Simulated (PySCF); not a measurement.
**Name the molecule from its bond curve**

A diatomic of charge 0 contains Cl. Its doublet curve at PBE in a triple-zeta basis (spin-free X2C with a Gaussian nucleus, PySCF), in eV from the separated fragments:

(R (Å), E (eV)): (2.208, -3.537), (2.310, -4.016), (2.413, -4.276), (2.490, -4.367), (2.567, -4.391), (2.644, -4.366), (2.747, -4.279), (2.875, -4.111), (3.029, -3.864), (3.234, -3.504)

The fit gives ωe = 302 cm⁻¹ and the rotational constant Bₑ = 0.1026 cm⁻¹.

**Question.** Which atom is the partner?

**Answer.** The minimum lies at 2.563 Å, so the reduced mass is 16.8576 u Å² cm⁻¹/(Bₑ·Re²) = 25.01 u. With Cl at 34.97 u the partner weighs about 87.8 u: Sr. The molecule is SrCl.

Spin–orbit coupling is left out. The state was picked by a PBE0 search and need not be the measured ground state.
